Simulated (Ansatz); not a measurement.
CH6OS2Si (`OC([SiH3])(S)S`). Charge 0, multiplicity 1.

| atom | x (Å) | y (Å) | z (Å) |
| --- | --- | --- | --- |
| O1 | 0.372 | 0.016 | -1.524 |
| C2 | -0.171 | -0.155 | -0.229 |
| Si3 | 0.654 | 1.082 | 0.992 |
| S4 | 0.172 | -1.820 | 0.422 |
| S5 | -1.919 | 0.275 | -0.297 |
| H6 | 1.202 | -0.475 | -1.550 |
| H7 | 0.000 | 1.038 | 2.322 |
| H8 | 0.554 | 2.435 | 0.396 |
| H9 | 2.077 | 0.671 | 1.105 |
| H10 | -0.708 | -2.482 | -0.352 |
| H11 | -2.232 | -0.584 | -1.285 |

(1) List the harmonic frequencies (cm⁻¹, unscaled) at PBE0-D4/def2-TZVP in Ansatz. (Estimate.)

(2) Is this a minimum?

(3) Give the ideal-gas thermochemistry at 298.15 K and 1 bar (rigid rotor, harmonic oscillator; point group C1, symmetry number 1).

(4) And at 400, 500, 600, 800 and 1000 K?

Answers

(1) Computed: 35, 160, 164, 189, 222, 274, 295, 318, 403, 484, 576, 598, 734, 801, 887, 900, 932, 937, 987, 1101, 1296, 2231, 2249, 2263, 2676, 2681, 3811.

(2) Yes, all 27 modes are real.

(3) Zero-point energy 168.7 kJ/mol; H(298) − E = 193.9 kJ/mol; entropy 382.0 J/(mol·K), of which translation 169.2, rotation 117.2, vibration 95.6; G(298) − E = 80.0 kJ/mol. Modes under 100 cm⁻¹ are hindered rotations or soft bends, so the harmonic entropy is rough.

(4) 
```json
{"T (K)": "400", "H − E (kJ/mol)": "208.5", "S (J/mol/K)": "423.9", "G − E (kJ/mol)": "38.9"}
{"T (K)": "500", "H − E (kJ/mol)": "224.6", "S (J/mol/K)": "459.8", "G − E (kJ/mol)": "-5.3"}
{"T (K)": "600", "H − E (kJ/mol)": "242.2", "S (J/mol/K)": "491.8", "G − E (kJ/mol)": "-52.9"}
{"T (K)": "800", "H − E (kJ/mol)": "280.4", "S (J/mol/K)": "546.6", "G − E (kJ/mol)": "-156.9"}
{"T (K)": "1000", "H − E (kJ/mol)": "321.7", "S (J/mol/K)": "592.6", "G − E (kJ/mol)": "-271.0"}
```
